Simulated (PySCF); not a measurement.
silylarsine (H$_{5}$AsSi), singlet, geometry from GFN2-xTB; SVWN5/6-31G** (PySCF).

Input for PySCF:
```python
from pyscf import gto, scf, dft

mol = gto.Mole()
mol.atom = '''
    Si   -1.49296222    0.17053097    0.31614310
    As    0.75371282   -0.07592101   -0.21903957
    H    -2.29367511   -0.77990177   -0.46688108
    H    -1.93901103    1.52536083   -0.03432123
    H    -1.81909019   -0.04494677    1.73089424
    H     0.88634284   -1.32044560    0.60966261
    H     1.19438155    0.73789324    0.96294779
'''
mol.basis = '6-31g**'
mol.verbose = 4
mol.build()

mf = dft.RKS(mol)
mf.xc = 'lda,vwn'
mf.grids.prune = dft.gen_grid.treutler_prune
mf.kernel()
mf.analyze()
```

Output, abridged:

```
PySCF version 2.14.0

[INPUT] verbose = 4
[INPUT] num. atoms = 7
[INPUT] num. electrons = 52
[INPUT] charge = 0
[INPUT] spin (= nelec alpha-beta = 2S) = 0
[INPUT] symmetry False subgroup None
[INPUT] Mole.unit = angstrom
[INPUT] Symbol           X                Y                Z      unit          X                Y                Z       unit  Magmom
[INPUT]  1 Si    -1.492962220000   0.170530970000   0.316143100000 AA   -2.821289710123   0.322256829056   0.597423875171 Bohr   0.0
[INPUT]  2 As     0.753712820000  -0.075921010000  -0.219039570000 AA    1.424310806374  -0.143469916000  -0.413924797742 Bohr   0.0
[INPUT]  3 H     -2.293675110000  -0.779901770000  -0.466881080000 AA   -4.334417776632  -1.473800749364  -0.882277373941 Bohr   0.0
[INPUT]  4 H     -1.939011030000   1.525360830000  -0.034321230000 AA   -3.664199799211   2.882514209839  -0.064857724958 Bohr   0.0
[INPUT]  5 H     -1.819090190000  -0.044946770000   1.730894240000 AA   -3.437582254983  -0.084937085484   3.270916064187 Bohr   0.0
[INPUT]  6 H      0.886342840000  -1.320445600000   0.609662610000 AA    1.674945220069  -2.495280546387   1.152095361288 Bohr   0.0
[INPUT]  7 H      1.194381550000   0.737893240000   0.962947790000 AA    2.257054017734   1.394416132768   1.819707595355 Bohr   0.0

nuclear repulsion = 167.274031707143
number of shells = 35
number of NR pGTOs = 181
number of NR cGTOs = 75
basis = 6-31g**
ecp = {}

******** <class 'pyscf.dft.rks.RKS'> ********
method = RKS
initial guess = minao
damping factor = 0
level_shift factor = 0
DIIS = <class 'pyscf.scf.diis.CDIIS'>
diis_start_cycle = 1
diis_space = 8
diis_damp = 0
SCF conv_tol = 1e-09
SCF conv_tol_grad = None
SCF max_cycles = 50
direct_scf = True
direct_scf_tol = 1e-13
XC library pyscf.dft.libxc version 7.1.2
    S. Lehtola, C. Steigemann, M. J. T. Oliveira, and M. A. L. Marques,  SoftwareX 7, 1–5 (2018)
XC functionals = lda,vwn
    P. A. M. Dirac,  Math. Proc. Cambridge Philos. Soc. 26, 376 (1930)
    F. Bloch,  Z. Phys. 57, 545 (1929)
    S. H. Vosko, L. Wilk, and M. Nusair,  Can. J. Phys. 58, 1200 (1980)
radial grids:
    Treutler-Ahlrichs [JCP 102, 346 (1995); DOI:10.1063/1.469408] (M4) radial grids

becke partition: Becke, JCP 88, 2547 (1988); DOI:10.1063/1.454033
pruning grids: <function treutler_prune>
grids dens level: 3
symmetrized grids: False
atomic radii adjust function: <function treutler_atomic_radii_adjust>
small_rho_cutoff = 0
Set gradient conv threshold to 3.16228e-05
Initial guess from minao.
tot grids = 80248
init E= -2522.73713682248
  HOMO = -0.296308077455808  LUMO = -0.0612598439643479  gap/eV = 6.39599
cycle= 1 E= -2523.54907767612  delta_E= -0.812  |g|= 0.298  |ddm|=  2.3
  HOMO = -0.209561595983131  LUMO = -0.00476325720096726  gap/eV = 5.57285
cycle= 2 E= -2523.55317630681  delta_E= -0.0041  |g|= 0.229  |ddm|= 0.669
  HOMO = -0.243461308021927  LUMO = -0.0224804701617498  gap/eV = 6.01319
cycle= 3 E= -2523.56414707931  delta_E= -0.011  |g|= 0.05  |ddm|= 0.382
  HOMO = -0.239078220438627  LUMO = -0.0217734955002515  gap/eV = 5.91316
cycle= 4 E= -2523.56504824786  delta_E= -0.000901  |g|= 0.0109  |ddm|= 0.0922
  HOMO = -0.240700180372246  LUMO = -0.0226753711119456  gap/eV = 5.93276
cycle= 5 E= -2523.56507360469  delta_E= -2.54e-05  |g|= 0.00197  |ddm|= 0.0179
  HOMO = -0.24061771670311  LUMO = -0.0226252054245659  gap/eV = 5.93188
cycle= 6 E= -2523.56507459632  delta_E= -9.92e-07  |g|= 0.000461  |ddm|= 0.00332
  HOMO = -0.240628775534765  LUMO = -0.0225985403698763  gap/eV = 5.93290
cycle= 7 E= -2523.5650746922  delta_E= -9.59e-08  |g|= 0.000107  |ddm|= 0.00105
  HOMO = -0.240630767926435  LUMO = -0.0226079078503223  gap/eV = 5.93270
cycle= 8 E= -2523.56507469713  delta_E= -4.94e-09  |g|= 2.23e-05  |ddm|= 0.000202
  HOMO = -0.240627390810703  LUMO = -0.0226056220643969  gap/eV = 5.93267
cycle= 9 E= -2523.56507469734  delta_E= -2.11e-10  |g|= 4.75e-06  |ddm|= 4.72e-05
  HOMO = -0.240628732094639  LUMO = -0.0226062681599184  gap/eV = 5.93269
Extra cycle  E= -2523.56507469731  delta_E= 3.59e-11  |g|= 5.34e-06  |ddm|= 1.82e-05
converged SCF energy = -2523.56507469731
**** SCF Summaries ****
Total Energy =                       -2523.565074697306045
Nuclear Repulsion Energy =             167.274031707143052
One-electron Energy =                -3851.354846288320005
Two-electron Energy =                 1160.515739883870765
Two-electron Coulomb Energy =         1261.779709317996776
DFT Exchange-Correlation Energy =     -101.263969434126039
HOMO-LUMO gap [eV] =                     5.932693427159216
**** MO energy ****
MO #1   energy= -423.310312330916  occ= 2
MO #2   energy= -65.0980009033697  occ= 2
MO #3   energy= -53.1193307742403  occ= 2
MO #4   energy= -47.5627308526207  occ= 2
MO #5   energy= -47.5624854171118  occ= 2
MO #6   energy= -47.5614320015493  occ= 2
MO #7   energy= -6.71091062714577  occ= 2
MO #8   energy= -5.01771448188314  occ= 2
MO #9   energy= -4.83354424308202  occ= 2
MO #10  energy= -4.8324905090165   occ= 2
MO #11  energy= -4.82940537173014  occ= 2
MO #12  energy= -3.45864403895563  occ= 2
MO #13  energy= -3.45755202168125  occ= 2
MO #14  energy= -3.45749738035668  occ= 2
MO #15  energy= -1.5080871418272   occ= 2
MO #16  energy= -1.50732010620668  occ= 2
MO #17  energy= -1.50524980433918  occ= 2
MO #18  energy= -1.50444191446497  occ= 2
MO #19  energy= -1.50312403400598  occ= 2
MO #20  energy= -0.595421458314351 occ= 2
MO #21  energy= -0.477345661520427 occ= 2
MO #22  energy= -0.343620695633934 occ= 2
MO #23  energy= -0.323136552317503 occ= 2
MO #24  energy= -0.302983278820103 occ= 2
MO #25  energy= -0.288358120830843 occ= 2
MO #26  energy= -0.240628732094639 occ= 2
MO #27  energy= -0.0226062681599184 occ= 0
MO #28  energy= -0.0088237732333929 occ= 0
MO #29  energy= 0.0160107459087611 occ= 0
MO #30  energy= 0.0271158934569549 occ= 0
MO #31  energy= 0.0368280898525999 occ= 0
MO #32  energy= 0.0947996147871089 occ= 0
MO #33  energy= 0.146264263541201  occ= 0
MO #34  energy= 0.182572377067358  occ= 0
 ** Mulliken pop on meta-lowdin orthogonal AOs  **
 ** Mulliken pop  **
 ** Mulliken atomic charges  **
charge of    0Si =      0.19409
charge of    1As =     -0.15072
charge of    2H =     -0.04055
charge of    3H =     -0.04034
charge of    4H =     -0.04600
charge of    5H =      0.04184
charge of    6H =      0.04169
Dipole moment(X, Y, Z, Debye): -0.02679, -0.11810,  0.70855
```
